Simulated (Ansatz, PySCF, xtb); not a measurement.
Pair of molecules: H2O (SMILES O) (first 3 atoms) with CHN (SMILES C#N); geometry from B3LYP-D3(BJ)/def2-TZVP.
(charge 0, multiplicity 1):
```xyz
6

O     -0.14302     0.06523    -0.65726
H      0.79134    -0.06066    -0.84780
H     -0.20066     0.07223     0.30791
C     -0.27947     0.07920     3.55475
N     -0.13932     0.06158     2.41914
H     -0.41119     0.09573     4.61362
```

Counterpoise-corrected where a basis set is named; no monomer relaxation.

Run with Ansatz (Gaussian basis) for Hartree–Fock, density functionals and correlated methods; PySCF for the dispersion terms; xtb for the GFN methods. 

### Question
One of these levels gives -12.6 kJ/mol for the interaction energy. Which one is it?
A. BLYP/def2-TZVPPD
B. wB97M-V/def2-TZVPPD
C. PBE-D3(BJ)/def2-TZVPPD
D. GFN-FF

### Answer
A, BLYP/def2-TZVPPD. The others give -22.5 (GFN-FF), -17.8 (PBE-D3(BJ)/def2-TZVPPD), -16.0 (wB97M-V/def2-TZVPPD)

Ansatz is a quantum-chemistry and plane-wave program.
